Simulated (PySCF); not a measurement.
CH₅AlO₂ (SMILES [CH3][Al]([OH])[OH]), singlet, geometry from GFN2-xTB (such geometries of metal compounds can be far from the true shape); DF-HF/STO-3G (PySCF).

Input for PySCF:
```python
from pyscf import gto, scf

mol = gto.M(
    atom='''
Al    0.07749548    0.07275953    0.00557869
C    -1.42912426   -1.22415675   -0.13625489
H    -1.10357429   -2.14553357   -0.61524509
H    -2.25578416   -0.81633085   -0.71240214
H    -1.80016565   -1.49817487    0.84929070
O    -0.03916589    1.51144195   -0.78735585
H    -0.09952938    2.33824639   -1.24017123
O     1.37525186   -0.37239246    0.91660087
H     2.13766999   -0.59153638    1.42957391
''',
    basis='sto-3g',
    verbose=4,
)

mf = scf.RHF(mol)
mf = mf.density_fit(auxbasis='def2-universal-jkfit')
mf.kernel()
```

**Question.** What does PySCF print? Leave out banner, timings and long lists.

**Answer.** 
```
PySCF version 2.14.0

[INPUT] verbose = 4
[INPUT] num. atoms = 9
[INPUT] num. electrons = 40
[INPUT] charge = 0
[INPUT] spin (= nelec alpha-beta = 2S) = 0
[INPUT] symmetry False subgroup None
[INPUT] Mole.unit = angstrom
[INPUT] Symbol           X                Y                Z      unit          X                Y                Z       unit  Magmom
[INPUT]  1 Al     0.077495480000   0.072759530000   0.005578690000 AA    0.146445233092   0.137495584652   0.010542196234 Bohr   0.0
[INPUT]  2 C     -1.429124260000  -1.224156750000  -0.136254890000 AA   -2.700653449372  -2.313320991038  -0.257484425233 Bohr   0.0
[INPUT]  3 H     -1.103574290000  -2.145533570000  -0.615245090000 AA   -2.085453166211  -4.054470838360  -1.162644719583 Bohr   0.0
[INPUT]  4 H     -2.255784160000  -0.816330850000  -0.712402140000 AA   -4.262814258532  -1.542641733533  -1.346244935154 Bohr   0.0
[INPUT]  5 H     -1.800165650000  -1.498174870000   0.849290700000 AA   -3.401820057350  -2.831140191006   1.604926823140 Bohr   0.0
[INPUT]  6 O     -0.039165890000   1.511441950000  -0.787355850000 AA   -0.074012805525   2.856211338679  -1.487886919074 Bohr   0.0
[INPUT]  7 H     -0.099529380000   2.338246390000  -1.240171230000 AA   -0.188083269548   4.418645288853  -2.343583972265 Bohr   0.0
[INPUT]  8 O      1.375251860000  -0.372392460000   0.916600870000 AA    2.598849367699  -0.703719760253   1.732124609838 Bohr   0.0
[INPUT]  9 H      2.137669990000  -0.591536380000   1.429573910000 AA    4.039610825802  -1.117841750917   2.701503164724 Bohr   0.0

nuclear repulsion = 159.128003220143
number of shells = 19
number of NR pGTOs = 87
number of NR cGTOs = 29
basis = sto-3g
ecp = {}

******** <class 'pyscf.df.df_jk.DFRHF'> ********
method = DFRHF
initial guess = minao
damping factor = 0
level_shift factor = 0
DIIS = <class 'pyscf.scf.diis.CDIIS'>
diis_start_cycle = 1
diis_space = 8
diis_damp = 0
SCF conv_tol = 1e-09
SCF conv_tol_grad = None
SCF max_cycles = 50
direct_scf = False
Set gradient conv threshold to 3.16228e-05
Initial guess from minao.
******** <class 'pyscf.df.df.DF'> ********
auxbasis = def2-universal-jkfit
init E= -427.078665021929
  HOMO = -0.353882744176442  LUMO = 0.0911217230611431  gap/eV = 12.10919
cycle= 1 E= -426.897667401298  delta_E= 0.181  |g|= 0.617  |ddm|= 3.46
  HOMO = -0.141328141419617  LUMO = 0.427327191087449  gap/eV = 15.47390
cycle= 2 E= -427.033900925208  delta_E= -0.136  |g|= 0.119  |ddm|= 1.02
  HOMO = -0.281154194141141  LUMO = 0.40133020577682  gap/eV = 18.57135
cycle= 3 E= -427.039092883844  delta_E= -0.00519  |g|= 0.0215  |ddm|= 0.189
  HOMO = -0.285134140097355  LUMO = 0.392860950633639  gap/eV = 18.44919
cycle= 4 E= -427.039346871338  delta_E= -0.000254  |g|= 0.00359  |ddm|= 0.0487
  HOMO = -0.284805512332994  LUMO = 0.393582921565351  gap/eV = 18.45989
cycle= 5 E= -427.039353558923  delta_E= -6.69e-06  |g|= 0.00065  |ddm|= 0.00798
  HOMO = -0.284688389687245  LUMO = 0.393697197183175  gap/eV = 18.45981
cycle= 6 E= -427.039353838048  delta_E= -2.79e-07  |g|= 0.000202  |ddm|= 0.00162
  HOMO = -0.28473578035337  LUMO = 0.393691824613782  gap/eV = 18.46096
cycle= 7 E= -427.039353864776  delta_E= -2.67e-08  |g|= 2.61e-05  |ddm|= 0.000562
  HOMO = -0.284742136781034  LUMO = 0.393684407387497  gap/eV = 18.46093
cycle= 8 E= -427.039353865301  delta_E= -5.25e-10  |g|= 5.11e-06  |ddm|= 8.4e-05
  HOMO = -0.284742192435656  LUMO = 0.393684333302424  gap/eV = 18.46093
Extra cycle  E= -427.039353865321  delta_E= -1.99e-11  |g|= 2.26e-06  |ddm|= 1.32e-05
converged SCF energy = -427.039353865321
```
